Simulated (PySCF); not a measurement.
C₂H₇O, SMILES C[OH+]C, charge +1. Heavy atoms are numbered as in [CH3:1][OH+:2][CH3:3]. Hydrogens are named by the atom that carries them.

Geometry: PBE-D3(BJ)/def2-TZVP. The isomer is the one that the SMILES or the coordinates give; other isomers of the formula were not compared.

Level of theory: HF/pcSseg-1 run with PySCF.

GIAO shieldings, no solvent; atoms alike by connectivity are averaged. δ = σ(ref) − σ: ¹³C against TMS (σ = 192.6 ppm); ¹⁷O against H2O (σ = 333.0 ppm); ¹H against TMS (σ = 31.99 ppm), references at their B3LYP-D3(BJ)/def2-TZVP geometries, non-relativistic.

| nucleus | atoms | count | δ (ppm) |
|---|---|---|---|
| ¹³C | C1 (CH3) | 2 | 75.0 |
| ¹⁷O | O2 (OH) | 1 | 3.9 |
| ¹H | H on C1 | 6 | 5.21 |
| ¹H | H on O2 | 1 | 4.91 |
